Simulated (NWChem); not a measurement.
# Si₂H₅F; SMILES F[SiH2][SiH3]

```xyz
8

Si    -0.2067    -1.5201     0.0000
Si     0.5593     0.7034     0.0000
F     -0.7360     1.7199     0.0000
H      0.9877    -2.4389     0.0000
H     -1.0341    -1.7947    -1.2259
H     -1.0341    -1.7947     1.2259
H      1.3840     0.9919     1.2251
H      1.3840     0.9919    -1.2251
```
Atoms are numbered in this order, from 1.

Program: NWChem. Pople sets run with spherical d functions. Medium grid unless said otherwise, to which SCAN and Minnesota functionals are sensitive. All runs use the structure optimised with PBE-D3(BJ)/def2-SVP. B3LYP is NWChem's, with the RPA form of VWN correlation. Total energies of different functionals are on different scales.

| level | energy (Ha) | highest occupied level (eV) | orbital gap (eV) | dipole (D) |
|---|---|---|---|---|
| B3LYP/6-31G* | -681.8733 | -8.09 | 7.57 | 1.36 |
| PBE/6-31G* | -681.4174 | -7.07 | 5.86 | 1.23 |
| SCAN/6-31G* | -681.8289 | -7.43 | 6.50 | 1.30 |
| revPBE/6-31G* | -681.6692 | -7.05 | 5.92 | 1.21 |
| LC-BLYP (range parameter 0.33 per bohr)/6-31G* | -681.2309 | -10.42 | 12.02 | 1.37 |
| Hartree-Fock/6-31G* | -680.2196 | -11.22 | 14.09 | 1.61 |
| TPSS/6-31G* | -681.8908 | -7.28 | 6.24 | 1.22 |
| B97-2/6-31G* | -681.8282 | -8.11 | 7.77 | 1.38 |
| M06-2X/6-31G* | -681.7327 | -9.40 | 9.89 | 1.45 |
